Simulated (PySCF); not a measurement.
## Electric field gradients and quadrupole coupling constants

C4H16OSi3.
Cartesian coordinates in Å at the GFN2-xTB level; atoms count from 1:
```xyz
24
C4H16OSi3 angstrom
O     -3.495   -1.334   -0.358
C     -2.546   -1.204    0.678
C     -1.305   -0.450    0.202
Si    -1.933    0.956   -0.935
C     -0.465   -0.002    1.397
Si     1.254    0.721    0.997
C      2.045   -0.187   -0.472
Si     3.769    0.435   -0.964
H     -3.114   -1.879   -1.054
H     -3.051   -0.631    1.460
H     -2.288   -2.191    1.093
H     -0.704   -1.148   -0.395
H     -3.085    1.607   -0.319
H     -2.276    0.408   -2.251
H     -0.851    1.928   -1.119
H     -1.034    0.729    1.977
H     -0.329   -0.865    2.057
H      1.152    2.155    0.702
H      2.096    0.548    2.191
H      2.107   -1.253   -0.247
H      1.388   -0.096   -1.338
H      4.677    0.354    0.181
H      4.297   -0.399   -2.050
H      3.678    1.820   -1.426
```

Field gradients from the PBE0/pcSseg-1 density (PySCF, non-relativistic), principal values in atomic units, ordered |Vxx| ≤ |Vyy| ≤ |Vzz|:

| atom | Vxx | Vyy | Vzz |
| --- | --- | --- | --- |
| O1 | 0.0673 | 1.8241 | -1.8914 |

Problem. Find the asymmetry η = (Vxx − Vyy)/Vzz and the couplings χ = eQV/h (234.96 MHz × Q in barn × V in au), with Q(17O) = −0.0256 b.

Solution. 
```
atom     environment  nucleus     η  χzz (MHz)  χxx (MHz)  χyy (MHz)
  O1  alcohol oxygen      17O  0.93      11.38      -0.40     -10.97
```

At O1 η is above 0.9: Vyy and Vzz are nearly equal in size and opposite in sign, so a small change could swap them and flip the sign of χzz. 

Problem. What is Vzz at O1 in SI units (1 au = 9.71736 × 10²¹ V/m²)?

Solution. -1.8914 au = -18.379 × 10²¹ V/m².

Were the hydrogens deuterons (Q(2H) = 0.00286 b), χzz would run from 106 kHz (H19) to 314 kHz (H9).

One conformer (not necessarily the lowest) at the GFN2-xTB geometry, without solvent, vibrations or thermal averaging. GFN2-xTB bond lengths can be off by several hundredths of an ångström, more for odd bonds, and the gradients follow them. The small basis limits the accuracy of the gradients.
